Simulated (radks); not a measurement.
Yb3+, configuration [Xe] 4f13. All-electron calculation, Dirac Kohn-Sham, BLYP, spin-unpolarised, spherical densities, finite nucleus; open shells are shared between the two j in proportion to 2j + 1; Fermi nuclear charge, rms radius 5.3108 fm. Program: a radial shooting solver on a logarithmic mesh with Libxc functionals.

Spin-orbit splittings of the eigenvalues, e(l+1/2) - e(l-1/2), with zeta = 2 splitting/(2l+1) and mean radii in bohr:

shell  occ.  splitting (eV)  zeta (eV)  <r> j=l-1/2  <r> j=l+1/2
2p        6            1047      698.2      0.06872      0.07622
3p        6           222.3      148.2       0.2061       0.2201
3d       10           48.56      19.42       0.1935       0.1978
4p        6           50.47      33.64       0.4951       0.5274
4d       10           9.208      3.683       0.5521       0.5635
4f       13               ?          ?       0.7257       0.7396
5p        6           6.660      4.440        1.323        1.425

Estimate the 4f splitting.

Answer. 1.398 eV (zeta = 0.3993 eV).
